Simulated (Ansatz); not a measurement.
Ansatz (a first-principles code) input (CCSD(T)/aug-cc-pV(Q+d)Z):
A basis named .json is the Basis Set Exchange file of that set.

Ansatz 0.2 input:
```yaml
crystal:
  periodic: [false, false, false]
  atoms:
    - {symbol: Si, position_ang: [-0.29252783, -0.29311256, 0.17118147]}
    - {symbol: O, position_ang: [-0.70945732, 1.24725980, -0.23044060]}
    - {symbol: O, position_ang: [1.23274060, -0.71817987, -0.27687153]}
    - {symbol: H, position_ang: [-1.18964099, -1.16135307, -0.60194466]}
    - {symbol: H, position_ang: [-0.42947605, -0.46313278, 1.63968366]}
    - {symbol: H, position_ang: [-0.44507796, 1.97137941, 0.34101629]}
    - {symbol: H, position_ang: [1.97331831, -0.47595715, 0.28320117]}
basis:
  gaussian:
    orbitals: aug-cc-pV_Q+d_Z.json
total_charge: 1
magnetization: {spin_polarized: true, initial_magnetization: 1}
correlation: {method: ccsd_t, electrons: outside_noble_gas}
```

End of the output:

```
mean field evaluation 192: about -11993.7022 eV, gradient 6.4e-1 eV
mean field evaluation 224: about -11993.7072 eV, gradient 8.5e-2 eV
mean field evaluation 256: about -11992.1818 eV, gradient 6.7e-1 eV
mean field evaluation 288: about -11991.3858 eV, gradient 1.1e1 eV
mean field evaluation 320: about -11990.2669 eV, gradient 1.4e1 eV
mean field evaluation 352: about -11984.0877 eV, gradient 4.1e0 eV
mean field evaluation 384: about -11993.7302 eV, gradient 7.8e-3 eV
mean field evaluation 416: about -11992.1493 eV, gradient 1.2e-1 eV
mean field evaluation 448: about -11992.1482 eV, gradient 4.1e-4 eV
mean field -11994.41570179 eV, -440.7866469339 hartree, gradient 1.0e-6 eV, S^2 0.758603; 13 other end points of the search recorded, 0 dependent functions left out
determinant -11994.41570179 eV, -440.7866469339 hartree, with singles and doubles -12011.78044630 eV, -441.4247895242 hartree
determinant -11993.85576254 eV, -440.7660695458 hartree, with singles and doubles -12011.80783819 eV, -441.4257961578 hartree
determinant -11993.73017281 eV, -440.7614542086 hartree, with singles and doubles -12011.76757410 eV, -441.4243164797 hartree
determinant -11993.72647742 eV, -440.7613184055 hartree, with singles and doubles -12011.76538157 eV, -441.4242359056 hartree
determinant -11993.70670455 eV, -440.7605917658 hartree, with singles and doubles -12011.30057008 eV, -441.4071543986 hartree
determinant -11992.14823005 eV, -440.7033188843 hartree, with singles and doubles -12010.15317036 eV, -441.3649882366 hartree
determinant -11994.41570179 eV, -440.7866469339 hartree, with singles and doubles -12011.44883247 eV, -441.4126029409 hartree
determinant -11993.85576254 eV, -440.7660695458 hartree, with singles and doubles -12011.47383346 eV, -441.4135217104 hartree
determinant -11994.41570179 eV, -440.7866469339 hartree, with singles and doubles -12011.69839402 eV, -441.4217741586 hartree
determinant -11993.85576254 eV, -440.7660695458 hartree, with singles and doubles -12011.47835908 eV, -441.4136880238 hartree
determinant -11993.73017281 eV, -440.7614542086 hartree, with singles and doubles -12011.78009218 eV, -441.4247765105 hartree
determinant -11993.72647742 eV, -440.7613184055 hartree, with singles and doubles -12011.78006068 eV, -441.4247753531 hartree
determinant -11993.70670455 eV, -440.7605917658 hartree, with singles and doubles -12011.72624135 eV, -441.4227975291 hartree
7 core orbitals not correlated
reference -11993.73017281 eV, -440.7614542086 hartree; 10, 9 occupied and 416, 417 virtual orbitals, 2593 factors
second order -17.81205018 eV of doubles, -0.00000000 eV of singles
coupled cluster: 32.68 GiB planned
cycle   1  -18.04991303 eV  change    6.3e-6 eV  update   2.0e-6
perturbative correction -0.78640107 eV, -0.0288997061 hartree
Total energy: -12012.56648691 eV, -441.4536759838 hartree
```

This state (charge 1, doublet) is run at the relaxed geometry of the species with charge 0 and multiplicity 1.
